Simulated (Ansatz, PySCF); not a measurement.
Breaking a bond: H6BN, SMILES [BH3-][NH3+]. The B1–N5 bond (B1 also carries H, H, H; N5 carries H, H, H) is varied alone, starting from the PBE0/def2-TZVP optimised geometry.

- UHF/cc-pVDZ (PySCF)
- RHF/cc-pVDZ (PySCF)
- UKS-PBE0 = unrestricted PBE0/cc-pVDZ in PySCF
- RKS-PBE0 = restricted PBE0/cc-pVDZ (PySCF)
- UKS-M06-2X = unrestricted M06-2X/cc-pVDZ (PySCF 2.14.0)
- RKS-M06-2X = restricted M06-2X/cc-pVDZ (PySCF)
- UKS-CAM-B3LYP = unrestricted CAM-B3LYP/cc-pVDZ (PySCF)
- RKS-CAM-B3LYP = restricted CAM-B3LYP/cc-pVDZ (PySCF 2.14.0)
- UKS-PBE = unrestricted PBE/cc-pVDZ run with Ansatz (a quantum-chemistry and plane-wave program)
- RKS-PBE = restricted PBE/cc-pVDZ (Ansatz)
- UKS-B3LYP/6-31G* = unrestricted B3LYP/6-31G*, spherical d (PySCF 2.14.0)
- RKS-B3LYP/6-31G* = restricted B3LYP/6-31G*, spherical d run with PySCF
- UKS-B3LYP/LANL2DZ = unrestricted B3LYP/LANL2DZ (PySCF 2.14.0)
- RKS-B3LYP/LANL2DZ = restricted B3LYP/LANL2DZ (PySCF)

Scanned distances (Å): 1.32, 1.39, 1.48, 1.54, 1.59, 1.64, 1.67, 1.75, 1.79, 1.91, 2.03, 2.20, 2.48, 2.74, 2.97, 3.31, 3.65, 4.04, 4.47, 4.88, 5.68.

### Question
Where does the unrestricted solution first break spin symmetry (<S²> of 0.01 or more)?

### Answer
UHF: at none of the points with a result; UKS-PBE0: at none of the points with a result; UKS-M06-2X: at none of the points with a result; UKS-CAM-B3LYP: at none of the points with a result; UKS-PBE: at none of the points with a result; UKS-B3LYP/6-31G*: at none of the points with a result; UKS-B3LYP/LANL2DZ: at none of the points with a result.

| R / Å | <S²> UHF | E(RHF) − E(UHF) / kJ/mol | <S²> UKS-PBE0 | E(RKS-PBE0) − E(UKS-PBE0) / kJ/mol | <S²> UKS-M06-2X | E(RKS-M06-2X) − E(UKS-M06-2X) / kJ/mol | <S²> UKS-CAM-B3LYP | E(RKS-CAM-B3LYP) − E(UKS-CAM-B3LYP) / kJ/mol | <S²> UKS-PBE | E(RKS-PBE) − E(UKS-PBE) / kJ/mol | <S²> UKS-B3LYP/6-31G* | E(RKS-B3LYP/6-31G*) − E(UKS-B3LYP/6-31G*) / kJ/mol | <S²> UKS-B3LYP/LANL2DZ | E(RKS-B3LYP/LANL2DZ) − E(UKS-B3LYP/LANL2DZ) / kJ/mol |
|---|---|---|---|---|---|---|---|---|---|---|---|---|---|---|
| 1.32 | 0.00 | 0.0 | 0.00 | 0.0 | 0.00 | 0.0 | 0.00 | 0.0 | 0.00 | 0.0 | 0.00 | 0.0 | 0.00 | 0.0 |
| 1.39 | 0.00 | 0.0 | 0.00 | 0.0 | 0.00 | 0.0 | 0.00 | 0.0 | 0.00 | 0.0 | 0.00 | 0.0 | 0.00 | 0.0 |
| 1.48 | 0.00 | 0.0 | 0.00 | 0.0 | 0.00 | 0.0 | 0.00 | 0.0 | 0.00 | 0.0 | 0.00 | 0.0 | 0.00 | 0.0 |
| 1.54 | 0.00 | 0.0 | 0.00 | 0.0 | 0.00 | 0.0 | 0.00 | 0.0 | 0.00 | 0.0 | 0.00 | 0.0 | 0.00 | 0.0 |
| 1.59 | 0.00 | 0.0 | 0.00 | 0.0 | 0.00 | 0.0 | 0.00 | 0.0 | 0.00 | 0.0 | 0.00 | 0.0 | 0.00 | 0.0 |
| 1.64 | 0.00 | 0.0 | 0.00 | 0.0 | 0.00 | 0.0 | 0.00 | 0.0 | 0.00 | 0.0 | 0.00 | 0.0 | 0.00 | 0.0 |
| 1.67 | 0.00 | 0.0 | 0.00 | 0.0 | 0.00 | 0.0 | 0.00 | 0.0 | 0.00 | 0.0 | 0.00 | 0.0 | 0.00 | 0.0 |
| 1.75 | 0.00 | 0.0 | 0.00 | 0.0 | 0.00 | 0.0 | 0.00 | 0.0 | 0.00 | 0.0 | 0.00 | 0.0 | 0.00 | 0.0 |
| 1.79 | 0.00 | 0.0 | 0.00 | 0.0 | 0.00 | 0.0 | 0.00 | 0.0 | 0.00 | 0.0 | 0.00 | 0.0 | 0.00 | 0.0 |
| 1.91 | 0.00 | 0.0 | 0.00 | 0.0 | 0.00 | 0.0 | 0.00 | 0.0 | 0.00 | 0.0 | 0.00 | 0.0 | 0.00 | 0.0 |
| 2.03 | 0.00 | 0.0 | 0.00 | 0.0 | 0.00 | 0.0 | 0.00 | 0.0 | 0.00 | 0.0 | 0.00 | 0.0 | 0.00 | 0.0 |
| 2.20 | 0.00 | 0.0 | 0.00 | 0.0 | 0.00 | 0.0 | 0.00 | 0.0 | 0.00 | 0.0 | 0.00 | 0.0 | 0.00 | 0.0 |
| 2.48 | 0.00 | 0.0 | 0.00 | 0.0 | 0.00 | 0.0 | 0.00 | 0.0 | 0.00 | 0.0 | 0.00 | 0.0 | 0.00 | 0.0 |
| 2.74 | 0.00 | 0.0 | 0.00 | 0.0 | 0.00 | 0.0 | 0.00 | 0.0 | 0.00 | 0.0 | 0.00 | 0.0 | 0.00 | 0.0 |
| 2.97 | 0.00 | 0.0 | 0.00 | 0.0 | 0.00 | 0.0 | 0.00 | 0.0 | 0.00 | 0.0 | 0.00 | 0.0 | 0.00 | 0.0 |
| 3.31 | 0.00 | 0.0 | 0.00 | 0.0 | 0.00 | 0.0 | 0.00 | 0.0 | 0.00 | 0.0 | 0.00 | 0.0 | 0.00 | 0.0 |
| 3.65 | 0.00 | 0.0 | 0.00 | 0.0 | 0.00 | 0.0 | 0.00 | 0.0 | 0.00 | 0.0 | 0.00 | 0.0 | 0.00 | 0.0 |
| 4.04 | 0.00 | 0.0 | 0.00 | 0.0 | 0.00 | 0.0 | 0.00 | 0.0 | 0.00 | 0.0 | 0.00 | 0.0 | 0.00 | 0.0 |
| 4.47 | 0.00 | 0.0 | 0.00 | 0.0 | 0.00 | 0.0 | 0.00 | 0.0 | 0.00 | 0.0 | 0.00 | 0.0 | 0.00 | 0.0 |
| 4.88 | 0.00 | 0.0 | 0.00 | 0.0 | 0.00 | 0.0 | 0.00 | 0.0 | 0.00 | 0.0 | 0.00 | 0.0 | 0.00 | 0.0 |
| 5.68 | 0.00 | 0.0 | 0.00 | 0.0 | 0.00 | 0.0 | 0.00 | 0.0 | 0.00 | 0.0 | 0.00 | 0.0 | 0.00 | 0.0 |
